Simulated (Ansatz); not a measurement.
`[Cl][GaH2]` + `N=CO` → `O/C=[N]/[GaH2]` + HCl at 600 K and 1 bar (ligand exchange at a Ga–Cl bond).

Gas-phase electronic energies from Ansatz, PBE0-D4/def2-TZVP geometries. CBS: MP2 limit from def2 TZ/QZ plus the TZ coupled-cluster correction, frozen cores. This one scheme is used for every species. For Ga outer-core shells are correlated without core-valence functions, which leaves a few kJ/mol of doubt a bond. Scalar relativity is left out up to krypton. One conformer a species, not always the lowest.

```json
{"species": "`[Cl][GaH2]`", "CCSD(T)/CBS energy (Eh)": "-2384.95520", "H − E (kJ/mol)": "67.6", "S (J/(mol·K))": "305.5"}
{"species": "`N=CO`", "CCSD(T)/CBS energy (Eh)": "-169.71775", "H − E (kJ/mol)": "152.4", "S (J/(mol·K))": "293.9"}
{"species": "`O/C=[N]/[GaH2]`", "CCSD(T)/CBS energy (Eh)": "-2094.25715", "H − E (kJ/mol)": "179.4", "S (J/(mol·K))": "395.6"}
{"species": "HCl", "CCSD(T)/CBS energy (Eh)": "-460.38127", "H − E (kJ/mol)": "35.4", "S (J/(mol·K))": "207.2"}
```

H − E and S are ideal-gas, rigid-rotor, harmonic terms from PBE0-D4/def2-TZVP, for one conformer and one mirror image of each species. 1 Eh = 2625.50 kJ/mol, R = 8.31446 J/(mol·K).

**Question.** By hand: ΔE, ΔH, ΔS and ΔG.

**Answer.** ΔE = (-2094.25715) + (-460.38127) − (-2384.95520) − (-169.71775) = 0.03453 Eh = 90.7 kJ/mol. Δ(H − E) = 179.4 + 35.4 − 67.6 − 152.4 = -5.2, so ΔH = 85.5 kJ/mol. ΔS = 395.6 + 207.2 − 305.5 − 293.9 = 3.4 J/(mol·K). ΔG = 85.5 − 600 × (3.4)/1000 = 83.5 kJ/mol.

**Question.** By hand: the equilibrium constant, and the temperature at which ΔG would vanish if ΔH and ΔS stayed fixed.

**Answer.** log₁₀ K = −ΔG/(RT ln 10) = -7.3. ΔG = 0 at ΔH/ΔS = 25147 K, far beyond where these terms or the molecules hold.

The number of gas molecules stays the same, so ΔS is small and ΔH decides. A doubt of 5 kJ/mol in ΔE shifts log₁₀ K by 0.4 here. Other conformers and mirror images would add mixing entropy, several J/(mol·K) or more a flexible species. These are equilibria of isolated gas molecules and say nothing of rates. Largest T1 diagnostic: 0.016 (customary marks: 0.02 for closed shells, 0.045 for open ones).
